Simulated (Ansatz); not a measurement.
A run for Ansatz (a first-principles code): U-CCSD(T)/cc-pV(D+d)Z on F (SMILES [F]). The basis file is the Basis Set Exchange's JSON of that set.

Ansatz 0.2 input:
```yaml
crystal:
  periodic: [false, false, false]
  atoms:
    - {symbol: F, position_ang: [0.00000000, 0.00000000, 0.00000000]}
basis:
  gaussian:
    orbitals: cc-pV_D+d_Z.json
magnetization: {spin_polarized: true, initial_magnetization: 1}
correlation: {method: ccsd_t, electrons: outside_noble_gas}
scf: {omitted_lower_state_checks: [cluster_reference]}
```

Program output:

```
WARN ansatz: RAYON_NUM_THREADS=4 ignored (pool sized by the plan → 4); use --threads N
Functional definition: HF
these checks for a lower state are left out or cut short: cluster_reference
integrals: 0.00 GiB planned
71 factors; integrals over basis functions are off by at most 1.5e-4 eV
mean field: 0.04 GiB planned
mean field evaluation 1: about -2703.9925 eV, gradient 7.3e0 eV
mean field evaluation 2: about -2703.9927 eV, gradient 7.3e0 eV
mean field evaluation 4: about -2704.1361 eV, gradient 6.5e-1 eV
mean field evaluation 8: about -2704.1380 eV, gradient 4.4e-6 eV
mean field evaluation 16: about -2704.1380 eV, gradient 1.4e-6 eV
mean field -2704.13804685 eV, -99.3752402910 hartree, gradient 4.4e-7 eV, S^2 0.752006; 3 other end points of the search recorded, 0 dependent functions left out
1 core orbitals not correlated
reference -2704.13804685 eV, -99.3752402910 hartree; 4, 3 occupied and 9, 10 virtual orbitals, 71 factors
second order -3.82590291 eV of doubles, -0.00000000 eV of singles
coupled cluster: 0.04 GiB planned
cycle   1  -4.06317933 eV  change   -2.4e-1 eV  update   1.9e-2
cycle   2  -4.11574108 eV  change   -5.3e-2 eV  update   5.4e-3
cycle   3  -4.12134590 eV  change   -5.6e-3 eV  update   1.6e-3
cycle   4  -4.12103117 eV  change    3.1e-4 eV  update   5.1e-4
cycle   5  -4.12113052 eV  change   -9.9e-5 eV  update   8.7e-5
cycle   6  -4.12113540 eV  change   -4.9e-6 eV  update   1.1e-5
cycle   7  -4.12113589 eV  change   -5.0e-7 eV  update   1.7e-6
perturbative correction -0.02406049 eV, -0.0008842066 hartree
Total energy: -2708.28324323 eV, -99.5275734483 hartree
Checks for a lower state left out: cluster_reference
```

The run converged.

Cost: very roughly 0.27 core-seconds.
